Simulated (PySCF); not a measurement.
## TDDFT excited states: SiSe

SiSe (singlet state).
SMILES: `[Si][Se]`

Computed, not measured: PySCF 2.14.0, density-fitted response routines, TDDFT wB97X-D/def2-SVPD, vertical, gas phase, core orbitals frozen in the response. Geometry: PBE0-D3(BJ)/def2-SVP; no solvent, vibrations or thermal averaging. The wB97X-D/def2-SVPD calculation is non-relativistic and has no spin–orbit coupling, an omission that weighs most on selenium.

Task: Predict the UV-vis stick spectrum at this level.

Result: 

```csv
state,E (eV),E (hartree),f,symmetry,"main configurations (H = HOMO, L = LUMO)"
S1,3.65,0.1343,0.0000,–,H-1/H→L/L+1 (≥97%)
S2,3.91,0.1437,0.0000,–,H-1/H→L/L+1 (≥91%)
S3,3.91,0.1437,0.0000,–,H-1/H→L/L+1 (≥91%)
S4,4.12,0.1513,0.014,Π,H-2→L/L+1 (98%)
S5,4.12,0.1513,0.014,Π,H-2→L/L+1 (98%)
S6,5.70,0.2094,0.181,Σ+,H-1/H→L/L+1 (≥82%)
S7,7.18,0.2639,0.113,Π,H-1/H→L+2 (≥93%)
S8,7.18,0.2639,0.113,Π,H-1/H→L+2 (≥93%)
S9,7.72,0.2839,0.046,Σ+,"H-2→L+3 (53%), H-2→L+2 (43%)"
```

Triplets, Tamm–Dancoff:

```
state  E (eV)  λ (nm)  main configurations (H = HOMO, L = LUMO)
   T1    3.00   413.7                        H-1/H→L/L+1 (≥96%)
   T2    3.09   401.4                          H-2→L/L+1 (≥96%)
   T3    3.09   401.4                          H-2→L/L+1 (≥96%)
```

The lowest singlet comes at 339 nm (353 kJ/mol) in the ultraviolet; it is dark (f under 0.0005); its leading configuration is HOMO-1/HOMO→LUMO/LUMO+1 (≥97%). The most intense listed level is S7/S8 at 7.18 eV (173 nm, f = 0.227 summed), 3.53 eV above S1. S2/S3, S4/S5 and S7/S8 lie within about 0.01 eV of each other in each set; the point group C∞v has degenerate representations, and within a degenerate level the listed configurations can mix freely. Löwdin shares by element: HOMO (one of a set within 0.03 eV) selenium 73%, silicon 27%; LUMO (one of a set within 0.03 eV) silicon 67%, selenium 33%. Of the 9 states listed, 6 reach f = 0.01 and 3 stay under 0.0005. The oscillator strengths of these states sum to 0.483; summed over the whole spectrum of an exact calculation they would give the number of electrons, 48 (Thomas–Reiche–Kuhn). The listed states span 4.07 eV, and the widest gap between neighbours is 1.58 eV (S5 to S6). No computed singlet lies in the visible range (380 to 750 nm); the lowest, at 339 nm, stands 0.39 eV above its violet end (3.26 eV); a Tamm–Dancoff triplet lies at 414 nm, without intensity as long as spin–orbit coupling is left out. All these states lie below the vertical ionisation energy of 10.13 eV (ΔSCF). Symmetry labels in C∞v follow from the direction of the transition dipole and are given only for states with f of 0.002 or more. Orbitals of the list HOMO-3 to LUMO+2 that lie within 0.01 eV of each other are written together with a slash and their weights summed (≥ marks a lower bound); for degenerate orbitals outside that list single weights are arbitrary. The window holds the lowest 10 singlets. The highest level found (7.76 eV, f 0.072 so far) is left out, since the window may have cut off a degenerate partner.
